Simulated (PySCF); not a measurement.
A structure optimised at PBE0-D3(BJ)/def2-SVP, used in a PySCF frequency run:

```
Hf
N 1 2.0191
H 2 1.0183 1 126.57
H 2 1.0185 3 108.50 1 176.49
N 1 2.0191 2 106.53 3 141.49
H 5 1.0183 1 126.57 2 141.49
H 5 1.0185 6 108.50 1 176.49
S 1 2.4665 2 109.61 3 21.49
H 8 1.3524 1 94.44 2 102.91
S 1 2.4665 2 110.86 3 -99.33
H 10 1.3524 1 94.44 2 -14.41
```

Task: Write its SMILES, formula and point group.

Result: [NH2][Hf]([NH2])([SH])[SH], H6HfN2S2, C2

Task: What are its rotational constants (standard atomic weights)?

Result: 1.8956, 1.3729, 1.1271 GHz
